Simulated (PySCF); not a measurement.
C3H3N2, SMILES C1=C[N]N=C1 (connectivity only; charge and spin as stated), charge -1, multiplicity 1. Atoms are numbered in the order given.

```xyz
8

C      0.0000     0.0000    -1.1751
C      0.0000     1.0969    -0.2922
N      0.0000     0.6783     0.9913
N      0.0000    -0.6783     0.9913
C      0.0000    -1.0969    -0.2922
H      0.0000     0.0000    -2.2676
H      0.0000     2.1666    -0.5264
H      0.0000    -2.1666    -0.5264
```
Charge -1, spin multiplicity 1.

The structure is a stationary point at r2SCAN-D4/def2-SVPD. The multiplicity is an assumed one; other spin states were not compared. The isomer is the one that the SMILES or the coordinates give; other isomers of the formula were not compared.

The numbers are results of PySCF with PBE0/def2-SVPD, not measurements.

Symmetry labels are those of the subgroup C2v that the program uses (full group C2v).

Computed valence orbital energies around the gap with their symmetry:
| orbital | symmetry | energy (eV) |
|---|---|---|
| HOMO−7 | A1 | -8.58 |
| HOMO−6 | A1 | -6.19 |
| HOMO−5 | B1 | -5.77 |
| HOMO−4 | B2 | -5.31 |
| HOMO−3 | A1 | -2.80 |
| HOMO−2 | B2 | -1.19 |
| HOMO−1 | B1 | -1.15 |
| HOMO | A2 | -1.10 |
| LUMO | A1 | 5.27 |
| LUMO+1 | B2 | 5.66 |
| LUMO+2 | A1 | 6.08 |
| LUMO+3 | A2 | 6.77 |
